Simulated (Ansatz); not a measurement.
Start from `N[SiH]1[SiH2]S1` and change one atom or group to get `O[SiH]1[SiH2]S1`.

Ansatz, PBE0-D4/def2-TZVP geometries, multiplicity 1. Each molecule was computed in one conformer, which needn't be the lowest.

| property | `N[SiH]1[SiH2]S1` |
| --- | --- |
| HOMO energy (PBE/def2-TZVPP) / eV | -5.69 |
| size of the dipole moment (PBE/def2-TZVPP) / D | 2.09 |
| HOMO–LUMO gap (PBE/def2-TZVPP) / eV | 4.65 |
| HOMO–LUMO gap (B3LYP/def2-TZVPP) / eV | 6.16 |
| size of the dipole moment (ωB97M-V/def2-TZVPP) / D | 2.13 |
| LUMO energy (PBE0/def2-TZVPP) / eV | -0.20 |

Q: What does the change do to each property? (Estimate.)

A: Computed: 
```tsv
property	`O[SiH]1[SiH2]S1`	shift
HOMO energy (PBE/def2-TZVPP) / eV	-6.00	-0.31
size of the dipole moment (PBE/def2-TZVPP) / D	1.42	-0.67
HOMO–LUMO gap (PBE/def2-TZVPP) / eV	4.68	0.03
HOMO–LUMO gap (B3LYP/def2-TZVPP) / eV	6.19	0.03
size of the dipole moment (ωB97M-V/def2-TZVPP) / D	1.59	-0.54
LUMO energy (PBE0/def2-TZVPP) / eV	-0.48	-0.28
```

The zero-point energy changes by -31.0 kJ/mol with -3 modes. Dipoles are sizes alone; their direction can turn.

B3LYP here is the variant with VWN-RPA as its local correlation; programs differ in this.
